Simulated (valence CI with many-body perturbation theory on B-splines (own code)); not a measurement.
# Mo II: E2, M1 decay

Method: configuration interaction combined with many-body perturbation theory (CI+MBPT): five valence electrons over a frozen Dirac-Fock core [Kr], radial functions for each j: 7 s, 7 p, 8 d, 6 f, 4 g, 1 h, with the one-electron correlation potential Σ1, the two-electron term Σ2, the three-electron term Σ3, Breit, model QED; selected CI, second order for the rest, scaled by the run's own slope (own B-spline code, finite nucleus).

Against 9 measured levels this calculation errs by 462 cm⁻¹ on average and by 775 at most. These come from a selection out of the NIST Handbook of Basic Atomic Spectroscopic Data. Levels without a partner in it may be off by more, other configurations by 1,000 to 4,000 cm⁻¹. Among the levels kept, up to 1800 cm⁻¹ of a level comes from second order outside the variational space, and about a tenth of that is noise between levels of different J, which matters for small intervals. Only levels of the ground parity were solved; by the run's estimate the other parity begins above the list, which can be wrong where configurations are misplaced.

Lines 1 to 50 of 108 in falling wavelength, among levels below 30077 cm⁻¹, chosen from the decays that carry over 1 % of a level's rate. Wavelengths and rates use the calculated energies, so an error of 500 cm⁻¹ moves a line at 23690 Å by 12 % and its rate by three times that or more. Electric multipoles are in the length gauge, E1 and E2 with the static RPA response of the core. S is in atomic units (e²a₀⁴ for E2 and M2, e²a₀⁶ for E3), for M1 in squared Bohr magnetons. Weak lines are less certain than strong ones. Lines between different terms over intervals too small for the method are left out, as are lines whose strength nearly cancels and 1 of this kind that miss the measured wavelength by over 7 %. Where a level lies close to another of its J and parity, the split of strength between their lines is uncertain.

Names give the largest LS component (configuration and term), which can be under half, so a name can repeat, a term be missing and a line seem to break the LS rules; names also repeat where a configuration has a term twice. Letters in brackets count levels of one name in rising energy.

| λ vac (Å) | λ from measured levels | Upper | Lower | Type | A (s⁻¹) | S (a.u.) |
| --- | --- | --- | --- | --- | --- | --- |
| 1.046e+06 | 1.029e+06 | 4d⁵ ⁴G_9/2 | 4d⁵ ⁴G_7/2 | M1 | 4.00e-05 | 1.70e+01 |
| 7.973e+05 | 7.616e+05 | 4d⁵ ⁴G_7/2 | 4d⁵ ⁴G_5/2 | M1 | 8.41e-05 | 1.26e+01 |
| 4.034e+05 |  | 4d⁵ ²I_13/2 | 4d⁵ ²I_11/2 | M1 | 1.82e-04 | 6.20e+00 |
| 2.488e+05 | 2.609e+05 | 4d⁴5s ⁶D_5/2 | 4d⁴5s ⁶D_3/2 | M1 | 4.19e-03 | 1.43e+01 |
| 2.153e+05 | 2.070e+05 | 4d⁴5s ⁶D_7/2 | 4d⁴5s ⁶D_5/2 | M1 | 5.21e-03 | 1.54e+01 |
| 1.841e+05 | 1.785e+05 | 4d⁴5s ⁶D_9/2 | 4d⁴5s ⁶D_7/2 | M1 | 4.81e-03 | 1.11e+01 |
| 1.280e+05 |  | 4d⁵ ⁴P_1/2 [b] | 4d⁵ ⁴P_1/2 [a] | M1 | 1.70e-02 | 2.64e+00 |
| 1.060e+05 |  | 4d⁵ ⁴P_1/2 [b] | 4d⁵ ⁴P_3/2 [a] | M1 | 1.76e-03 | 1.56e-01 |
| 93550 |  | 4d⁵ ²D_3/2 [b] | 4d⁵ ²D_3/2 [a] | M1 | 5.21e-03 | 6.32e-01 |
| 73450 |  | 4d⁵ ⁴P_3/2 [b] | 4d⁵ ⁴P_3/2 [a] | M1 | 1.81e-02 | 1.06e+00 |
| 65590 |  | 4d⁵ ⁴P_5/2 [b] | 4d⁵ ⁴P_5/2 [a] | M1 | 1.01e-02 | 6.35e-01 |
| 65140 |  | 4d⁵ ⁴D_7/2 | 4d⁵ ⁴G_9/2 | M1 | 5.26e-04 | 4.31e-02 |
| 63380 |  | 4d⁵ ⁴P_5/2 [b] | 4d⁵ ⁴P_3/2 [a] | M1 | 5.78e-03 | 3.27e-01 |
| 61320 |  | 4d⁵ ⁴D_7/2 | 4d⁵ ⁴G_7/2 | M1 | 8.34e-04 | 5.70e-02 |
| 23690 |  | 4d⁵ ⁴P_3/2 [a] | 4d⁴5s ⁶D_5/2 | M1 | 1.06e-02 | 2.09e-02 |
| 20900 |  | 4d⁵ ⁴P_1/2 [a] | 4d⁴5s ⁶D_3/2 | M1 | 1.64e-02 | 1.11e-02 |
| 19840 |  | 4d⁵ ⁴P_1/2 [a] | 4d⁴5s ⁶D_1/2 | M1 | 9.93e-03 | 5.75e-03 |
| 18620 |  | 4d⁵ ⁴D_7/2 | 4d⁴5s ⁶D_5/2 | M1 | 5.69e-04 | 1.09e-03 |
| 18460 |  | 4d⁵ ²D_5/2 | 4d⁵ ⁴P_5/2 [b] | M1 | 4.59e-02 | 6.42e-02 |
| 17960 |  | 4d⁵ ⁴P_1/2 [b] | 4d⁴5s ⁶D_3/2 | M1 | 2.17e-02 | 9.31e-03 |
| 17910 |  | 4d⁵ ⁴P_3/2 [b] | 4d⁴5s ⁶D_5/2 | M1 | 1.33e-02 | 1.14e-02 |
| 17750 |  | 4d⁵ ²D_5/2 | 4d⁵ ⁴P_3/2 [b] | M1 | 1.40e-02 | 1.74e-02 |
| 17180 |  | 4d⁵ ⁴P_1/2 [b] | 4d⁴5s ⁶D_1/2 | M1 | 1.26e-03 | 4.74e-04 |
| 17100 |  | 4d⁵ ²D_5/2 | 4d⁵ ⁴D_7/2 | M1 | 2.85e-02 | 3.17e-02 |
| 16860 |  | 4d⁵ ²D_3/2 [a] | 4d⁵ ⁴P_3/2 [b] | M1 | 8.96e-03 | 6.37e-03 |
| 15350 |  | 4d⁵ ⁴F_5/2 | 4d⁵ ⁴P_5/2 [b] | M1 | 6.51e-02 | 5.24e-02 |
| 14860 |  | 4d⁵ ⁴F_5/2 | 4d⁵ ⁴P_3/2 [b] | M1 | 1.18e-02 | 8.59e-03 |
| 14740 |  | 4d⁵ ²D_3/2 [b] | 4d⁵ ⁴P_5/2 [b] | M1 | 2.04e-02 | 9.70e-03 |
| 14590 |  | 4d⁵ ⁴F_9/2 | 4d⁵ ⁴D_7/2 | M1 | 6.33e-02 | 7.28e-02 |
| 14580 |  | 4d⁵ ⁴F_7/2 | 4d⁵ ⁴D_7/2 | M1 | 4.57e-02 | 4.20e-02 |
| 14400 |  | 4d⁵ ²D_5/2 | 4d⁵ ⁴P_5/2 [a] | M1 | 2.73e-01 | 1.81e-01 |
| 14400 |  | 4d⁵ ⁴F_5/2 | 4d⁵ ⁴D_7/2 | M1 | 3.65e-03 | 2.42e-03 |
| 14350 |  | 4d⁴5s ⁴D_3/2 | 4d⁵ ⁴P_5/2 [b] | M1 | 4.19e-03 | 1.84e-03 |
| 14290 |  | 4d⁵ ²D_5/2 | 4d⁵ ⁴P_3/2 [a] | M1 | 3.43e-02 | 2.23e-02 |
| 14290 |  | 4d⁵ ²D_3/2 [b] | 4d⁵ ⁴P_3/2 [b] | M1 | 1.31e-01 | 5.67e-02 |
| 14030 |  | 4d⁵ ²D_3/2 [a] | 4d⁵ ⁴P_1/2 [a] | M1 | 2.79e-02 | 1.14e-02 |
| 13820 |  | 4d⁵ ²D_3/2 [a] | 4d⁵ ⁴P_5/2 [a] | M1 | 4.37e-02 | 1.71e-02 |
| 13730 |  | 4d⁴5s ⁴D_5/2 | 4d⁵ ⁴P_5/2 [b] | M1 | 2.01e-02 | 1.15e-02 |
| 13720 |  | 4d⁵ ²D_3/2 [a] | 4d⁵ ⁴P_3/2 [a] | M1 | 1.10e-01 | 4.22e-02 |
| 13610 |  | 4d⁴5s ⁴D_1/2 | 4d⁵ ⁴P_1/2 [b] | M1 | 8.39e-03 | 1.57e-03 |
| 13480 |  | 4d⁵ ²D_3/2 [b] | 4d⁵ ⁴P_1/2 [b] | M1 | 7.82e-02 | 2.84e-02 |
| 13460 |  | 4d⁵ ²I_11/2 | 4d⁵ ⁴G_11/2 | M1 | 1.71e-02 | 1.86e-02 |
| 13410 |  | 4d⁵ ²I_11/2 | 4d⁵ ⁴G_9/2 | M1 | 5.68e-03 | 6.08e-03 |
| 13370 |  | 4d⁵ ²D_5/2 | 4d⁵ ⁴G_7/2 | M1 | 8.68e-02 | 4.62e-02 |
| 13150 |  | 4d⁴5s ⁴D_3/2 | 4d⁵ ⁴P_1/2 [b] | M1 | 6.23e-03 | 2.10e-03 |
| 13150 |  | 4d⁵ ²D_5/2 | 4d⁵ ⁴G_5/2 | M1 | 1.02e-01 | 5.15e-02 |
| 13020 |  | 4d⁵ ²I_13/2 | 4d⁵ ⁴G_11/2 | M1 | 5.70e-04 | 6.53e-04 |
| 13020 |  | 4d⁵ ²I_13/2 | 4d⁵ ⁴G_11/2 | E2 | 8.78e-05 | 4.11e-01 |
| 12970 |  | 4d⁴5s ⁴D_5/2 | 4d⁵ ⁴D_7/2 | M1 | 1.76e-02 | 8.53e-03 |
| 12660 |  | 4d⁵ ²D_3/2 [a] | 4d⁵ ⁴G_5/2 | M1 | 3.65e-02 | 1.10e-02 |
